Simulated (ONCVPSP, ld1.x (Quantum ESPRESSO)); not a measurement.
Pseudopotentials across the periodic table

Generated with ld1.x 7.5 (TM, RRKJ, ultrasoft, PAW), atompaw 4.2 or ONCVPSP 4.0.1. The cutoff is in Ry: for ld1.x and atompaw files where the sum of valence levels is converged to 10 mRy in a Bessel basis, for ONCV files where the hardest occupied wave has 1 mHa per electron of residual kinetic energy. The error is the largest all-electron minus pseudo excitation energy over each file’s own four to seven test configurations (ionisations up to +4, promotions, holes and added fractions of an electron), all of which were solved. The labels leave out finer settings (local radius, basis sizes, second energies), which also bear on the numbers. Spin-polarised tests are not counted. The rows are a selection from randomly drawn settings: files with unsolved tests, undetermined cutoffs or missed reference levels are left out.

A true bound ghost makes a file unfit for plane-wave use even where its test errors are small: the radial tests pick states by their node count and pass the ghost by.

```csv
element,potential,cutoff (Ry),largest error (meV),bound ghosts
F,"ONCV, PBE, non-relativistic, rc 0.65/1.90 (sp), local smoothed, core correction yes, reference 2s1 2p6, qcut 10.3/8.2, projectors 3/2",106,+1214,s
Ni,"ONCV, PBE, scalar-relativistic, rc 1.05/1.40/1.45/1.20 (spdf), local smoothed, core correction no, reference 3s2 3p6 3d8 4s1.5 4p0.5, qcut 11/11/12.3/8.8, projectors 2/3/1/1",108,+3.4,none
In,"TM, PBEsol, scalar-relativistic, rc 1.85/2.50/1.80 (spd), local smoothed, core correction no, reference 4d10 5s2 5p1",70,-120,none
Cs,"ONCV, PBE, scalar-relativistic, rc 2.75/1.95/3.00 (spd), local smoothed, core correction yes, reference 5s2 5p6 6s1, qcut 5/4.9/2.8, projectors 2/2/2",19,-98,s
Re,"ONCV, PBE, scalar-relativistic, rc 1.70/1.35/1.90/1.10 (spdf), local smoothed, core correction yes, reference 4f14 5s2 5p6 5d5 6s2, qcut 5.7/6.8/10.1/16, projectors 3/1/2/2",235,+392,none
```

Task: Fill in the row for Te: ONCV, BLYP, scalar-relativistic, rc 1.95/2.05/2.05 (spd), local smoothed, core correction yes, reference 5s2 5p4, qcut 3.2/4.6/4.8, projectors 2/3/2.

Result: cutoff 48 Ry, largest error +96 meV, bound ghosts: none.

Task: Fill in the row for Au: ONCV, LDA (Perdew-Wang 92), scalar-relativistic, rc 1.45/1.55/1.80 (spd), local smoothed, core correction no, reference 5s2 5p6 5d10 6s1, qcut 7.2/7.7/8.2, projectors 2/1/2.

Result: cutoff 50 Ry, largest error -13 meV, bound ghosts: none.
